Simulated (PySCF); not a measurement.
## Name the molecule from its bond curve

A diatomic of charge +1 contains I. Its doublet curve at LC-ωPBE in a triple-zeta basis (scalar-relativistic core potentials, PySCF), in eV from the separated fragments:

```
R (Å)  E (eV)
1.411  -2.607
1.477  -2.967
1.542  -3.165
1.592  -3.231
1.641  -3.242
1.690  -3.208
1.756  -3.108
1.838  -2.919
1.936  -2.632
2.068  -2.195
```

The fit gives ωe = 2309 cm⁻¹ and the rotational constant Bₑ = 6.372 cm⁻¹.

Q: Which atom is the partner?

A: The minimum lies at 1.627 Å, so the reduced mass is 16.8576 u Å² cm⁻¹/(Bₑ·Re²) = 0.9994 u. With I at 126.90 u the partner weighs about 1.0 u: H. The molecule is HI⁺.

Spin–orbit coupling is left out. The state is the lowest determinant that a PBE0 search found; another state may lie lower at other levels.
